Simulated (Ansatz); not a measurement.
`[CH3][Al]([F])[SH]` + `[OH][AlH][Cl]` → `[F][Al]([SH])[Cl]` + `[CH3][AlH][OH]`  (redistribution)

Program: Ansatz. Geometries: PBE0-D4/def2-TZVP. ΔE: electronic, gas phase. CCSD(T)/CBS adds triple-zeta CCSD(T) − MP2 to the extrapolated MP2 energy (def2 sets, frozen cores). This one scheme is used for every species. Functionals use def2-TZVPP. Each species was taken in one conformer, which may not be the lowest.

Is it downhill or uphill in electronic energy at CCSD(T)/CBS, and by how much? (Best estimate.)

Computed: Uphill: ΔE = +3.9 kcal/mol.

What do these levels give: r2SCANh-D4, PBE-QIDH, r2SCAN, r2SCANh, CCSD/def2-TZVPP, CCSD(T)/def2-TZVPP? (An estimate is asked.)

Ansatz gave: r2SCANh-D4 4.0, PBE-QIDH 4.0, r2SCAN 4.0, r2SCANh 4.0, CCSD/def2-TZVPP 4.0, CCSD(T)/def2-TZVPP 3.9 kcal/mol.

Largest T1 diagnostic among the species: 0.011.

Leaving LDA and LC-ωPBE aside and taking each functional with its dispersion term where it has one, the values, not all of them listed here, spread over 0.7 kcal/mol, from B97M-V to CAM-B3LYP-D4.
